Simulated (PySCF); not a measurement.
# ECD: SMILES B[Si@H]1C[C@@H]1Cl, C₂H₆BClSi

Molfile (atoms numbered from 1):
```
C2H6BClSi
     RDKit          3D

 11 11  0  0  0  0  0  0  0  0999 V2000
    2.1473   -0.2595   -0.0029 B   0  0  0  0  0  0  0  0  0  0  0  0
    0.4402    0.2336    0.6778 Si  0  0  1  0  0  4  0  0  0  0  0  0
   -0.9520    0.7878   -0.5285 C   0  0  0  0  0  0  0  0  0  0  0  0
   -1.1209   -0.6279   -0.0985 C   0  0  2  0  0  0  0  0  0  0  0  0
   -2.4958   -0.9945    0.9284 Cl  0  0  0  0  0  0  0  0  0  0  0  0
    3.0995   -0.2014    0.6747 H   0  0  0  0  0  0  0  0  0  0  0  0
    2.2900   -0.6318   -1.1036 H   0  0  0  0  0  0  0  0  0  0  0  0
    0.0201    0.6733    2.0104 H   0  0  0  0  0  0  0  0  0  0  0  0
   -0.7267    0.9370   -1.5746 H   0  0  0  0  0  0  0  0  0  0  0  0
   -1.6895    1.4865   -0.1632 H   0  0  0  0  0  0  0  0  0  0  0  0
   -1.0068   -1.4005   -0.8459 H   0  0  0  0  0  0  0  0  0  0  0  0
  1  2  1  0
  2  3  1  0
  3  4  1  0
  4  5  1  0
  4  2  1  0
  1  6  1  0
  1  7  1  0
  2  8  1  1
  3  9  1  0
  3 10  1  0
  4 11  1  6
M  END
```

Method used: TDDFT LC-wPBE/def2-SVPD circular dichroism and optical rotation, one conformer, gas phase (PySCF). Geometry: GFN2-xTB.

**Question.** What are the CIP labels of the stereocentres?

**Answer.** Si2 S, C4 S.

**Question.** List the lowest 16 singlet excitations with oscillator and rotatory strengths.

**Answer.** Rotatory strengths R in 10⁻⁴⁰ esu² cm², velocity form and length form (origin at the centre of mass); f in length form.
| state | E (eV) | λ (nm) | f | R (velocity) | R (length) | main |
| --- | --- | --- | --- | --- | --- | --- |
| 1 | 4.24 | 292 | 0.259 | -3.3 | -1.7 | HOMO→LUMO 0.93 |
| 2 | 4.63 | 268 | 0.028 | +39.2 | +37.4 | HOMO−1→LUMO 0.47, HOMO−3→LUMO 0.22 |
| 3 | 5.53 | 224 | 0.002 | +2.6 | +2.3 | HOMO−3→LUMO 0.38, HOMO−5→LUMO 0.18 |
| 4 | 6.13 | 202 | 0.003 | -6.7 | -6.4 | HOMO−5→LUMO 0.34, HOMO−1→LUMO 0.25 |
| 5 | 6.34 | 196 | 0.008 | -3.8 | -5.3 | HOMO→LUMO+2 0.70, HOMO→LUMO+3 0.09 |
| 6 | 7.07 | 175 | 0.006 | -3.1 | -2.7 | HOMO−2→LUMO 0.26, HOMO→LUMO+4 0.23 |
| 7 | 7.12 | 174 | 0.022 | -40.4 | -39.4 | HOMO→LUMO+4 0.35, HOMO−2→LUMO 0.22 |
| 8 | 7.35 | 169 | 0.067 | +2.7 | +1.8 | HOMO→LUMO+3 0.40, HOMO→LUMO+5 0.23 |
| 9 | 7.39 | 168 | 0.037 | +40.5 | +38.7 | HOMO→LUMO+1 0.50, HOMO→LUMO+4 0.17 |
| 10 | 7.52 | 165 | 0.007 | +0.3 | +0.5 | HOMO−1→LUMO+2 0.37, HOMO→LUMO+5 0.18 |
| 11 | 7.84 | 158 | 0.020 | +20.0 | +17.6 | HOMO→LUMO+5 0.26, HOMO→LUMO+3 0.23 |
| 12 | 7.95 | 156 | 0.008 | -32.0 | -30.9 | HOMO−4→LUMO 0.39, HOMO−5→LUMO 0.19 |
| 13 | 8.26 | 150 | 0.003 | -16.9 | -14.5 | HOMO→LUMO+8 0.38, HOMO→LUMO+7 0.15 |
| 14 | 8.34 | 149 | 0.002 | +2.7 | +3.1 | HOMO−1→LUMO+4 0.24, HOMO→LUMO+7 0.17 |
| 15 | 8.43 | 147 | 0.002 | +2.9 | +3.2 | HOMO−2→LUMO+2 0.21, HOMO−6→LUMO 0.15 |
| 16 | 8.56 | 145 | 0.030 | +3.8 | +4.1 | HOMO−6→LUMO 0.38, HOMO→LUMO+7 0.10 |

Among the states computed, the strongest CD band (largest |R|) is state 9. The largest dissymmetry factor in size, g = 4R/(D+G), with D and G the electric and magnetic dipole strengths, is -0.062 for state 13 (velocity form, f = 0.003), among bands with |R| over 0.5. The mirror image has the same energies and oscillator strengths and all R with the opposite sign.
